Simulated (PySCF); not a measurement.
Gas-phase reaction: GaNH2 + 2 N2H2 → GaH3.NH3 + 2 N2, at 1000 K and a standard pressure of 1 bar. Level: BLYP/def2-TZVP†.

Computed with PySCF and rigid-rotor harmonic-oscillator thermochemistry at 1 bar. † marks an energy on the PBE0/def2-TZVP geometry and frequencies. All species are closed-shell singlets. Ga: all electrons, no relativistic terms. Adducts (GaH3.NH3) have no counterpoise correction, and HF, PBE, BLYP, B3LYP and PBE0 lack dispersion. GaNH2, GaH3.NH3: computed as isolated molecules; such fragments, hydroxides, amides, oligomers or adducts are transient or little studied in the gas. The harmonic model lacks anharmonicity and excited electronic states, which grow with temperature; levels with a mode under 35 cm⁻¹ are left out. Soft modes under 120 cm⁻¹ make the harmonic entropy rough for GaH3.NH3.

```
species        E (Ha)  H(1000 K) − E (kJ/mol)  S°(1000 K) (J/mol/K)
--------  -----------  ----------------------  --------------------
GaNH2     -1980.90742                   114.2                 321.2
N2H2       -110.66499                   118.5                 272.5
GaH3.NH3  -1983.27079                   250.5                 414.8
N2         -109.56076                    44.8                 227.8
```
E: electronic energy; H − E holds the zero-point and thermal terms. 1 Ha = 2625.5 kJ/mol.

Q: Work out ΔH°, ΔS°, ΔG° and log10 K from these numbers.

A: 1. ΔE = 1×(-1983.27079) + 2×(-109.56076) − 1×(-1980.90742) − 2×(-110.66499) = -0.15491 Ha = -406.7 kJ.
2. Δ(H − E) = 1×(250.5) + 2×(44.8) − 1×(114.2) − 2×(118.5) = -11.1 kJ, so ΔH° = -417.8 kJ.
3. ΔS° = 1×(414.8) + 2×(227.8) − 1×(321.2) − 2×(272.5) = 4.2 J/K; the number of gas molecules stays the same.
4. ΔG° = ΔH° − TΔS° = -417.8 − 1000×(4.2)/1000 = -422.0 kJ.
5. log10 K = −ΔG°/(RT ln 10) = 22.05, with RT ln 10 = 19.14 kJ/mol; at standard pressures the products are favoured.
6. A shift of 10 kJ in ΔE would move log10 K by 0.52 here.
For scale, ΔH°(298 K) is -432 kJ at this level, -481 kJ at ωB97M-V/def2-TZVP†, and runs from -583 to -83 kJ over the 20 levels computed.
